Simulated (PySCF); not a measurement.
# UHF on Mg⁺ (magnesium, charge +1)

Configuration: [Ne] 3s1, 2S determinant. Calculation: PySCF 2.14, in cc-pVTZ-DK; scalar relativity by spin-free X2C-1e.

* Total energy: -199.676426 hartree
* One-electron energy: -276.1098 hartree
* Hartree (Coulomb) energy: 92.3356 hartree
* Exchange energy: -15.9023 hartree
* ⟨S²⟩: 0.7501
* ⟨L²⟩: 0.000
* Sum of ⟨r⟩: 8.578 bohr
* Sum of ⟨r²⟩: 13.98 bohr²
* Langevin diamagnetic susceptibility: -11.1 ×10⁻⁶ cm³/mol
* Time after the integrals: 0.06 s of wall time on 1 thread of Neoverse-V2 (shared host)

| shell | electrons | mean orbital energy (eV) | rms radius, mean of both spins (bohr) |
| --- | --- | --- | --- |
| 1s α | 1 | -1345.5 | 0.151 |
| 1s β | 1 | -1345.3 | 0.151 |
| 2s α | 1 | -111.77 | 0.754 |
| 2s β | 1 | -111.31 | 0.754 |
| 2p α | 3 | -70.899 | 0.771 |
| 2p β | 3 | -70.742 | 0.771 |
| 3s α | 1 | -14.758 | 3.04 |
